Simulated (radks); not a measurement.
Species: Yb XXXIX. Configuration: [Ar] 3d10 4s2 4p2 (the NIST ground configuration). Calculated with a radial shooting solver on a logarithmic mesh with Libxc functionals: Dirac Kohn-Sham, LB94 model potential, spin-unpolarised, spherical densities, finite nucleus; open shells fill j = l - 1/2 first; Fermi nuclear charge, rms radius 5.3108 fm.

Spin-orbit splittings of the eigenvalues, e(l+1/2) - e(l-1/2), with zeta = 2 splitting/(2l+1) and mean radii in bohr:

| shell | occ. | splitting (eV) | zeta (eV) | <r> j=l-1/2 | <r> j=l+1/2 |
|---|---|---|---|---|---|
| 2p | 6 | 1059 | 705.9 | 0.06845 | 0.07592 |
| 3p | 6 | 231.3 | 154.2 | 0.2026 | 0.2158 |
| 3d | 10 | 51.43 | 20.57 | 0.1888 | 0.1929 |
| 4p | 2 | 75.02 | 50.02 | 0.4262 | 0.4456 |
